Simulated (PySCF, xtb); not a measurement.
V(O)(OH)3 (H₃O₄V), SMILES [O]=[V]([OH])([OH])[OH], multiplicity 1. One conformer was computed; it need not be the lowest.

Harmonic wavenumbers (cm⁻¹) from GFN2-xTB (xtb) at its own minimum, in rising order: 183, 185, 230, 230, 263, 373, 385, 386, 405, 448, 449, 625, 711, 712, 1005, 3603, 3603, 3609.

### Question
What does ωB97X-D3(BJ)/def2-SVP in PySCF give at its own minimum? (Estimate from the structure and the level; the computed values follow.)

### Answer
248, 248, 262, 263, 271, 301, 387, 387, 646, 646, 670, 765, 838, 839, 1205, 3909, 3909, 3917. Paired by order, the mean absolute difference is 136 cm⁻¹ and the zero-point energies are 24.9 and 28.2 kcal/mol.
